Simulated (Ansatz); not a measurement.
W6⁺. Total charge 1; doublet. Geometry PBE-D4/def2-SVP; atoms count from 1.

```xyz
6

W    -1.157   -0.325    0.937
W     1.054   -1.271    0.842
W    -1.625    0.522   -1.317
W     0.704    1.157   -0.698
W     0.810    0.973    1.745
W     0.214   -1.056   -1.508
```

In the def2 sets W takes a core potential; there is no spin–orbit coupling. The charge 1 doublet is spin-contaminated (final ⟨S²⟩ up to 0.92, 0.75 for a pure state). No other spin state of charge 1 was run. The structure comes from a short search, and lower isomers may exist.

Estimate the Mulliken populations from the PBE0/def2-TZVP orbitals of Ansatz.


| atom | charge (e) | spin (α − β) | d electrons |
| --- | --- | --- | --- |
| W1 | 0.16 | 0.02 | 4.48 |
| W2 | 0.18 | -0.01 | 4.49 |
| W3 | 0.15 | 0.49 | 4.61 |
| W4 | 0.16 | 0.02 | 4.48 |
| W5 | 0.15 | 0.49 | 4.61 |
| W6 | 0.18 | -0.01 | 4.49 |
Mulliken values and Mayer orders depend strongly on the basis.

Where does the spin sit?

Summed by element: W 1.00, of 1 unpaired in all. Largest on single atoms: W5 0.49, W3 0.49, W1 0.02.

And the Mayer bond orders between bonded heavy atoms (over 0.3)?

W1–W2 1.92 (2.41 Å); W1–W3 1.79 (2.45 Å); W1–W4 0.54 (2.89 Å); W1–W5 1.63 (2.49 Å); W1–W6 0.58 (2.90 Å); W2–W4 0.58 (2.90 Å); W2–W5 1.92 (2.43 Å); W2–W6 1.65 (2.51 Å); W3–W4 1.63 (2.49 Å); W3–W5 0.33 (3.94 Å); W3–W6 1.92 (2.43 Å); W4–W5 1.79 (2.45 Å); W4–W6 1.92 (2.41 Å).
